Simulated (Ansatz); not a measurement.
Reactions of `OC[SiH2][SeH]`.

Calculated with Ansatz (gas phase, PBE0-D4/def2-TZVP geometries, no zero-point term in ΔE). CBS: MP2 limit from def2 TZ/QZ plus the TZ coupled-cluster correction, frozen cores. This one scheme is used for every species. DFT in def2-TZVPP. Elements past krypton have def2 core potentials. For Br, Se, Sn, Te outer-core shells are correlated without core-valence functions, which leaves a few kJ/mol of doubt a bond. Scalar relativity is left out up to krypton. Each species was taken in one conformer, which may not be the lowest.

| reaction | B2PLYP (eV) |
| --- | --- |
| `OC[SiH2][SeH]` + `[OH][SnH3]` → `OC[O][SnH3]` + `[SiH3][SeH]` | 0.32 |
| `OC[SiH2][SeH]` + H–F → `OC[SiH2]F` + H₂Se | -0.83 |
| `OC[SiH2][SeH]` + H₂Te → `[SeH][SiH2][TeH]` + CH₃OH | -0.78 |
| `OC[SiH2][SeH]` + HBr → `[SeH][SiH2]Br` + CH₃OH | -1.15 |
| `OC[SiH2][SeH]` + CH₃SH → `CS[SiH2][SeH]` + CH₃OH | -0.79 |
| `OC[SiH2][SeH]` + `[NH2][AlH2]` → `OC[NH][AlH2]` + `[SiH3][SeH]` | 0.24 |
| `OC[SiH2][SeH]` + `BN` → `BN[SiH2]CO` + H₂Se | 0.21 |

Q: Give the CCSD(T)/CBS values in the same order. (An estimate is asked.)

A: Ansatz gave: 0.37, -0.69, -0.83, -1.15, -0.82, 0.28, 0.23 eV.

Largest T1 diagnostic: 0.014, for `[OH][SnH3]`.
